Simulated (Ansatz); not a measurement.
Reaction (ligand exchange at the Si–O bond): `O[SiH](O)O[SiH2]F` + `N=C=O` → `O=C=N[SiH2]F` + `O[SiH](O)O`

Isolated molecules relaxed with PBE0-D4/def2-TZVP in Ansatz; ΔE leaves out vibrations. CBS: MP2 limit from def2 TZ/QZ plus the TZ coupled-cluster correction, frozen cores. This one scheme is used for every species. DFT in def2-TZVPP. B3LYP here is the variant with VWN-RPA as its local correlation; programs differ in this. One conformer a species, not always the lowest.

| level | ΔE (kcal/mol) |
| --- | --- |
| B97M-V | 6.5 |
| B3LYP-D4 | 6.5 |

Question: What does CCSD(T)/CBS give? (Estimate.)

Answer: The calculation gave: +6.5 kcal/mol. The listed levels differ from it by 0.0, 0.0 kcal/mol.

Largest T1 diagnostic among the species: 0.018.

Leaving LDA and LC-ωPBE aside and taking each functional with its dispersion term where it has one, the values, not all of them listed here, spread over 1.4 kcal/mol, from PBE-QIDH to BHLYP-D4. The D4 term adds +0.8 kcal/mol with B3LYP and +0.5 kcal/mol with PBE0; it sums over pairs of atoms, weighted by their polarisabilities, and B3LYP, whose exchange is more repulsive, gets the larger term. At CCSD(T), def2-SVP lies −1.1 kcal/mol from the extrapolated value and def2-TZVPP −0.0 kcal/mol.

CCSD(T)/CBS has its own doubt, a few kJ/mol and more with outer-core shells, so smaller differences from it don't rank the levels.
